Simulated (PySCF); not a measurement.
# [Hg(H2O)2]2+ at several levels of theory

Computed with PySCF 2.14.0 (density fitting, no spin-orbit coupling) at the geometry relaxed with B3LYP:

```xyz
7
[Hg(H2O)2]2+ (singlet)
Hg    0.0000    0.0000    0.0000
O     0.0000    0.0000    2.0618
H     0.5726    0.5726    2.6205
H    -0.5726   -0.5726    2.6205
O     0.0000    0.0000   -2.0618
H     0.5726   -0.5726   -2.6205
H    -0.5726    0.5726   -2.6205
```

```csv
level,basis,state,HOMO (eV),gap (eV),charge on Hg1 (e),dipole about the centre of mass (D),largest force component (eV/Å)
B3LYP,"Hg def2-SVP with ECP60, O def2-SVP, H def2-SVP",singlet,-21.48,6.70,1.21,0.00,0.01
BLYP,the same,singlet,-19.80,4.29,1.13,0.00,0.27
r2SCAN,the same,singlet,-20.36,5.00,1.23,0.00,0.18
HF,the same,singlet,-26.49,16.27,1.48,0.00,1.34
B3LYP,"Hg def2-TZVP with ECP60, O def2-TZVP, H def2-TZVP",singlet,-21.55,6.74,1.32,0.00,0.25
B3LYP,"Hg x2c-SVPall, O x2c-SVPall, H x2c-SVPall",singlet,-21.53,6.60,1.13,0.00,0.07
```

Charges are Mulliken's, which hang on the basis. The relaxation used the grid (50, 194), these runs (75, 302) or, all-electron (x2c bases, spin-free X2C Hamiltonian), (99, 590).

Q: What does wB97X with Hg def2-SVP with ECP60, O def2-SVP, H def2-SVP give here?

A: state singlet, HOMO (eV) -24.33, gap (eV) 12.31, charge on Hg1 (e) 1.26, dipole about the centre of mass (D) 0.00, largest force component (eV/Å) 0.14. Time: 8.6 s on 2 threads of Arm Neoverse V1 (shared host), from an already converged density.

In the first row's basis the gap widens with exact exchange: 4.3 to 5.0 eV for BLYP, r2SCAN (none); 6.7 eV for B3LYP (a fixed share); 12.3 to 16.3 eV for wB97X, Hartree–Fock (rising or full at long range).
